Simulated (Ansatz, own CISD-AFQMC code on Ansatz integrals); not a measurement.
H4SSi2, SMILES `[SiH3][Si]S` (lower singlet; Si–Si–S–H torsion 180°) (charge 0, multiplicity 1). This singlet lies 1.17 eV below the relaxed triplet at the level frozen-core CCSD(T)/cc-pVTZ // PBE0-D3(BJ)/def2-TZVP (Ansatz).

Cartesian coordinates (Å):
SMILES: [SiH3][Si]S
```xyz
7

Si    -1.1352    -0.2233     0.2089
Si     0.8222     1.0820     0.6714
S      1.9607    -0.0268    -0.7231
H     -2.2190     0.6972    -0.2429
H     -1.5959    -0.8488     1.4827
H     -0.9696    -1.2962    -0.8122
H      3.1367     0.6159    -0.5709
```
Charge 0, spin multiplicity 1.

Frozen-core correlation energies in cc-pVDZ at a geometry from PBE0-D3(BJ)/def2-TZVP, on an HF energy of -977.70522 Ha (<S^2> = 0.00, restricted and unstable towards unrestricted orbitals). Wave-function levels are from Ansatz, the walk from an own CISD-AFQMC code on Ansatz integrals (time step 0.005/Ha, trial state from CCSD amplitudes, largest double 0.06).

```
level    correlation energy (mHa)
-------  ------------------------
MP2                        -319.6
CCSD                       -374.7
CCSD(T)                    -387.0
```

**Question.** What correlation energy does phaseless AFQMC give, and where does it lie among these levels?

**Answer.** -389.2 ± 0.3 mHa (one standard error). AFQMC minus each level: MP2 -69.6 mHa, CCSD -14.5 mHa, CCSD(T) -2.2 mHa.
